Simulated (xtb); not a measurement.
C4H5NO, SMILES Nc1ccco1. All values are semi-empirical tight-binding results from xtb (GFN2-xTB unless named), good for trends rather than for accurate numbers. Geometry optimised at GFN2-xTB. Other conformers were not sampled.

| Property | Value |
|---|---|
| orbital gap | 4.38 eV |
| dipole moment | 1.80 D |
| zero-point energy | 52.8 kcal/mol |
| G − E(el) at 298.15 K (modified RRHO) | 35.1 kcal/mol |
| static polarisability (D4 model) | 59.0 bohr³ |
| solvation energy, GFN2-xTB/ALPB(water) | -4.0 kcal/mol |
| solvation energy, GFN2-xTB/ALPB(methanol) | -6.0 kcal/mol |

Computed IR lines (harmonic; lines under 4 % of the strongest left out, lines within 3 cm⁻¹ merged):
ν (cm⁻¹): 249 (w), 606 (m), 663 (m), 717 (vs), 728 (w), 958 (w), 1047 (w), 1124 (w), 1288 (w), 1386 (m), 1474 (w), 1535 (m), 1623 (vs), 3186 (w), 3194 (w) (against the strongest line: vs over 80 %, s over 45 %, m over 15 %, w over 4 %, vw less)
